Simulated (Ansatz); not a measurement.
Two isomers of CH9AlBNSi: A = `C[SiH2][B](N)[AlH2]`, B = `[BH2][AlH][N](C)[SiH3]`.

Isolated molecules relaxed with PBE0-D4/def2-TZVP in Ansatz; ΔE leaves out vibrations. CCSD(T)/CBS is the MP2 limit (def2-TZVPP, def2-QZVPP) plus CCSD(T) − MP2 in def2-TZVPP, frozen cores. Functionals use def2-TZVPP. B3LYP here is the variant with VWN-RPA as its local correlation; programs differ in this. Each species was taken in one conformer, which may not be the lowest.

Question: Which isomer does CCSD(T)/CBS put lower? Give the gap. (Best estimate.)

Answer: Ansatz gave: A, by 61.5 kJ/mol.

Question: Give E(B) − E(A) in kJ/mol with PBE-D4, B2PLYP, CCSD/def2-TZVPP, CCSD(T)/def2-TZVPP, B3LYP, MP2/def2-TZVPP, B3LYP-D4. (An estimate is asked.)

Answer: Ansatz gave: PBE-D4 90.8, B2PLYP 61.1, CCSD/def2-TZVPP 55.7, CCSD(T)/def2-TZVPP 60.0, B3LYP 67.3, MP2/def2-TZVPP 55.9, B3LYP-D4 64.8. None reverses the order clearly.

Largest T1 diagnostic: 0.013.

From PBE to PBE0 (25 % exact exchange), in def2-TZVPP and without D4, E(B) − E(A) moves by −9.1 kJ/mol. In def2-TZVPP, CCSD(T) changes the Hartree–Fock value by +26.0 kJ/mol (the triples alone add +4.3 kJ/mol) and MP2 by +21.9 kJ/mol.
